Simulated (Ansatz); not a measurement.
Ansatz results at the PBE0-D4/def2-TZVP geometry: HOMO energy (B3LYP/def2-TZVPP) -7.24 eV; LUMO energy (ωB97M-V/def2-TZVPP) 1.67 eV; HOMO–LUMO gap (ωB97M-V/def2-TZVPP) 11.26 eV.

Each molecule was computed in one conformer, which needn't be the lowest.

(1) Which molecule gave them?
A. `C[CH]([AlH2])OC=O`
B. `C[SiH]1OB1O`
C. `C[SiH2]BO`
D. `N[Si](F)([SiH3])S`

Results:

(1) D. The others give `C[SiH2]BO`: -7.40, 1.05, 10.81; `C[CH]([AlH2])OC=O`: -7.42, 0.87, 10.70; `C[SiH]1OB1O`: -6.69, 1.42, 10.45.

B3LYP here is the variant with VWN-RPA as its local correlation; programs differ in this.
